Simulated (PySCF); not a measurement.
[Zn(CH3)2], neutral singlet in the gas phase. 

Cartesian coordinates (Å):
```xyz
9

Zn     0.0000     0.0000     0.0000
C     -1.2912     0.8523    -1.1822
H     -2.2876     0.3676    -1.1119
H     -0.9685     0.7967    -2.2432
H     -1.4249     1.9255    -0.9311
C      1.2912    -0.8523     1.1822
H      0.8959    -0.9448     2.2157
H      2.2356    -0.2712     1.2382
H      1.5495    -1.8738     0.8322
```
Charge 0, multiplicity 1.

All levels are single points at this geometry (PBE-D3(BJ)/def2-SVP); Pople sets use spherical d functions. Orbital energies aren't observables, and empty levels follow the basis.

| level | HOMO (eV) | LUMO (eV) | gap (eV) | dipole (D) | vertical IE, Delta-SCF (eV) |
|---|---|---|---|---|---|
| PBE-D3(BJ)/def2-TZVP in PySCF | -6.04 | -0.54 | 5.50 | 0.00 | – |
| TPSSh-D3(BJ)/def2-TZVP in PySCF | -6.51 | -0.09 | 6.42 | 0.00 | – |
| B3LYP/3-21G in PySCF | -6.71 | 0.05 | 6.76 | 0.00 | – |
| PBE/6-31G* (LANL2DZ on Zn) in PySCF | -5.34 | -0.19 | 5.14 | 0.00 | 8.56 |
| SVWN5/6-31G* (LANL2DZ on Zn) in PySCF | -5.50 | -0.32 | 5.18 | 0.00 | 8.81 |
| HF/STO-3G in PySCF | -2.82 | 6.03 | 8.85 | 0.00 | – |
